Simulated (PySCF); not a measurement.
## Relaxation of doublet HfOBr

These are results of UPBE0 in PySCF with Hf def2-TZVP with ECP60, O def2-TZVP, Br def2-TZVP; scalar-relativistic core potentials, no spin–orbit coupling; density-fitted integrals, not measurements. A (50,194) grid was used.

A hand-made bent start, of Cs symmetry, held to at least that symmetry:

```xyz
3
charge 0 multiplicity 2, angstrom
Hf   -0.5374    0.0000   -0.4998
O    -2.0528    0.0000    0.5613
Br    1.6415    0.0000    1.0259
```

Optimiser trace:
```csv
step,E − E(last) (kJ/mol),largest gradient (Eh/bohr)
0,40.79,0.07268
1,2.75,0.01810
2,0.44,0.00572
3,0.05,0.00150
4,0.02,0.00066
5,0.00,0.00005
```

It ends at Cs with Hf–Br 2.510 Å, Hf–O 1.735 Å; Br–Hf–O 111.2° (after a last refinement on a finer grid). A frequency run shows a minimum.

With open d or f shells other occupations or spin states may lie lower. Spin–orbit coupling, left out here, can matter for elements this heavy.

The relaxation took 14 s on 4 threads of a shared Arm Neoverse V2 host, with 119 basis functions and 6 gradients; the process peaked at 0.65 GiB.
